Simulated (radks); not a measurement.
Results of a calculation; reference values are marked as such.
Spherical quantum dot in the effective-mass picture: electrons in a parabolic well V = omega^2 r^2 / 2 with omega = 0.0833, all in effective atomic units (hartree* = m*/eps^2 hartree, bohr* = eps/m* bohr), one dielectric constant everywhere. Level of theory: non-relativistic Kohn-Sham, LDA (Slater exchange, Perdew-Wang correlation), spin-polarised, spherical densities (a radial shooting solver with Libxc functionals). Levels are named by radial order and angular momentum (1s, 1p, 1d, 2s, ...), and open shells are averaged over m. Each electron was tried in the lowest free levels, single moves between levels near the top were tried too, and the lowest total energy was kept; such a search can miss a lower state. At N = 1 the Hartree and exchange-correlation terms need not cancel, so that row can carry a self-interaction error.

N,open shells,2S,mu = E(N) - E(N-1) (hartree*),addition energy mu(N+1) - mu(N) (hartree*),e(HOMO) (hartree*),rms radius (bohr*)
1,"1s(up 1, down 0)",1,0.12762,0.1771,0.20562,4.321
2,none,0,0.30473,0.1813,0.37255,5.106
3,"1p(up 1, down 0)",1,0.48603,0.1123,0.54262,5.932
4,"1p(up 2, down 0)",2,0.59835,0.1086,0.65339,6.495
5,"1p(up 3, down 0)",3,0.70694,0.1219,0.75973,6.951
6,"1p(up 3, down 1)",2,0.82884,0.09521,0.87674,7.373
7,"1p(up 3, down 2)",1,0.92405,0.09304,0.97098,7.739
8,none,0,1.0171,0.1240,1.0628,8.070
9,"1d(up 1, down 0)",1,1.1411,0.08424,1.1835,8.414
10,"1d(up 2, down 0)",2,1.2253,0.08256,1.2669,8.723
11,"1d(up 3, down 0)",3,1.3079,0.08088,1.3486,9.006
12,"1d(up 4, down 0)",4,1.3888,0.07925,1.4287,9.269
13,"1d(up 5, down 0)",5,1.4680,0.09122,1.5071,9.515
14,"1d(up 5, down 1)",4,1.5593,0.07456,1.5967,9.754
15,"1d(up 5, down 2)",3,1.6338,0.07350,1.6707,9.979
16,"1d(up 5, down 3)",2,1.7073,0.07243,1.7437,10.19
17,"1d(up 5, down 4)",1,1.7797,0.07136,1.8156,10.40
18,none,0,1.8511,0.08005,1.8864,10.59
19,"2s(up 1, down 0)",1,1.9311,0.07976,1.9665,10.79
20,none,0,2.0109,0.07252,2.0455,10.97
21,"1f(up 1, down 0)",1,2.0834,0.06608,2.1166,11.16
22,"1f(up 2, down 0)",2,2.1495,0.06533,2.1823,11.34
23,"1f(up 3, down 0)",3,2.2148,0.06459,2.2472,11.51
24,"1f(up 4, down 0)",4,2.2794,0.06388,2.3115,11.67
25,"1f(up 5, down 0)",5,2.3433,0.06319,2.3750,11.83
26,"1f(up 6, down 0)",6,2.4065,0.06252,2.4379,11.99
27,"1f(up 7, down 0)",7,2.4690,0.07207,2.5001,12.14
28,"1f(up 7, down 1)",6,2.5411,0.06057,2.5715,12.29
29,"1f(up 7, down 2)",5,2.6017,0.06004,2.6318,12.43
30,"1f(up 7, down 3)",4,2.6617,-,2.6915,12.57

All shells are closed at N = 2, 8, 18, 20 (there: 1s2 1p6 1d10 2s2); the second difference of the energy has clear peaks (12 % above both neighbours; the first and last values, which can be the largest, are not judged, and half-filled shells can peak too) at N = 5, 8, 13, 27.
